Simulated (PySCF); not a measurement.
## NaPb: from constants to spectrum

UHF-CCSD(T) constants of NaPb, ⁴Σ⁻ (quartet), unpaired electrons σ ↑, π ↑↑ (Na def2-SVPD, Pb def2-SVPD with ECP60; scalar-relativistic core potentials (PySCF 2.14); masses 22.9898 and 207.9766 u):

```
ωe              : 168.3 cm⁻¹
ωexe            : 0.575 cm⁻¹
Be              : 0.089862 cm⁻¹
αe              : 0.000510 cm⁻¹
D (centrifugal) : 1.02e-07 cm⁻¹
De to Na + Pb   : 1.09 eV
```

(1) Give the vibrational terms G(v) and spacings up to v = 6.

(2) How well does the Morse estimate ωe²/(4ωexe) reproduce De, and what is D0?

Correlated steps freeze 5 core orbitals. Correlated levels converge slowly with the basis: in double zeta they bind strong bonds too weakly, by up to about 1 eV, and carry superposition errors of some tenths. These are scalar-relativistic numbers at best; spin–orbit coupling would shift them, the dissociation energy most. The state was picked by a PBE0 search and need not be the measured ground state.

## Answers

(1) G(v) = ωe(v+½) − ωexe(v+½)².

```
v  G(v) (cm⁻¹)  G(v) − G(v−1)  Bv (cm⁻¹)
0         84.0                   0.08961
1        251.2          167.2    0.08910
2        417.2          166.0    0.08859
3        582.0          164.9    0.08808
4        745.7          163.7    0.08757
5        908.3          162.6    0.08706
6       1069.7          161.4    0.08655
```

(2) It gives 1.53 eV, 140 % of the computed De. D0 = De − G(0) = 1.09 − 0.01 = 1.08 eV.
